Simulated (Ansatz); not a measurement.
Consider the ligand exchange at the Si–O bond: `N[Si](N)(O)O[SiH3]` + NH₃ → `N[Si](N)(N)O` + silanol.

Gas-phase electronic energies from Ansatz, PBE0-D4/def2-TZVP geometries. CCSD(T)/CBS is the MP2 limit (def2-TZVPP, def2-QZVPP) plus CCSD(T) − MP2 in def2-TZVPP, frozen cores. This one scheme is used for every species. Functionals use def2-TZVPP. One conformer a species, not always the lowest.

| level | ΔE (kJ/mol) |
| --- | --- |
| PBE | 60.4 |
| HF/def2-TZVPP | 77.3 |
| SCS-MP2/def2-QZVPP | 70.7 |
| CCSD/CBS(def2) | 71.1 |

Task: What does CCSD(T)/CBS give? (An estimate is asked.)

Result: The calculation gave: +70.3 kJ/mol. The listed levels differ from it by -9.9, 7.0, 0.4, 0.8 kJ/mol.

Largest T1 diagnostic among the species: 0.011.

From PBE to PBE0 (25 % exact exchange), in def2-TZVPP and without D4, ΔE moves by +3.2 kJ/mol. The D4 term adds +5.8 kJ/mol with B3LYP and +3.7 kJ/mol with PBE0; it sums over pairs of atoms, weighted by their polarisabilities, and B3LYP, whose exchange is more repulsive, gets the larger term. In def2-TZVPP, CCSD(T) changes the Hartree–Fock value by −6.6 kJ/mol (the triples alone add −0.7 kJ/mol) and MP2 by −8.2 kJ/mol.

B3LYP here is the variant with VWN-RPA as its local correlation; programs differ in this.
